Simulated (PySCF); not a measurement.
## Correlation energy of P (phosphorus, neutral)

[Ne] 3s2 3p3, high-spin 4S determinant. Calculation: PySCF 2.14, in dyall-av3z; the non-relativistic Hamiltonian (point nucleus). Frozen: [Ne]; 5 electrons correlated; the 26 highest virtual orbitals of each spin left out.

| level | correlation energy (mhartree) |
| --- | --- |
| CCSD | -102.17 |
| (T) | -4.00 |
| CCSD(T) | -106.17 |

Diagnostics: T1 = 0.0045, D1 = 0.0098, largest double amplitude 0.035.

Cost of the coupled-cluster step: roughly 6 core-seconds, for 5 correlated electrons.

Iterations:

```
CC2 = 0
CCSD nocc = (np.int64(4), np.int64(1)), nmo = (53, 53)
frozen orbitals [[0, 1, 2, 3, 4, 58, 59, 60, 61, 62, 63, 64, 65, 66, 67, 68, 69, 70, 71, 72, 73, 74, 75, 76, 77, 78, 79, 80, 81, 82, 83], [0, 1, 2, 3, 4, 58, 59, 60, 61, 62, 63, 64, 65, 66, 67, 68, 69, 70, 71, 72, 73, 74, 75, 76, 77, 78, 79, 80, 81, 82, 83]]
max_cycle = 100
direct = 0
conv_tol = 1e-08
conv_tol_normt = 1e-06
diis_space = 8
diis_start_cycle = 0
Init t2, MP2 energy = -0.0848930591221705
Init E_corr(UCCSD) = -0.0848930591313895
cycle = 1  E_corr(UCCSD) = -0.0983943062422283  dE = -0.0135012471  norm(t1,t2) = 0.0424422
cycle = 2  E_corr(UCCSD) = -0.101087655981574  dE = -0.00269334974  norm(t1,t2) = 0.01227
cycle = 3  E_corr(UCCSD) = -0.102191870478116  dE = -0.0011042145  norm(t1,t2) = 0.00459241
cycle = 4  E_corr(UCCSD) = -0.102173521993772  dE = 1.83484843e-05  norm(t1,t2) = 0.000750092
cycle = 5  E_corr(UCCSD) = -0.102173115214727  dE = 4.06779045e-07  norm(t1,t2) = 0.000102496
cycle = 6  E_corr(UCCSD) = -0.102172800551099  dE = 3.14663628e-07  norm(t1,t2) = 2.69712e-05
cycle = 7  E_corr(UCCSD) = -0.102173094743242  dE = -2.94192143e-07  norm(t1,t2) = 6.89606e-06
cycle = 8  E_corr(UCCSD) = -0.102173031604185  dE = 6.31390575e-08  norm(t1,t2) = 1.63028e-06
cycle = 9  E_corr(UCCSD) = -0.102173021765883  dE = 9.83830166e-09  norm(t1,t2) = 3.00234e-07
UCCSD converged
E(UCCSD) = -340.8211309635888  E_corr = -0.1021730217658832
UCCSD(T) correction = -0.00400342337341067
```
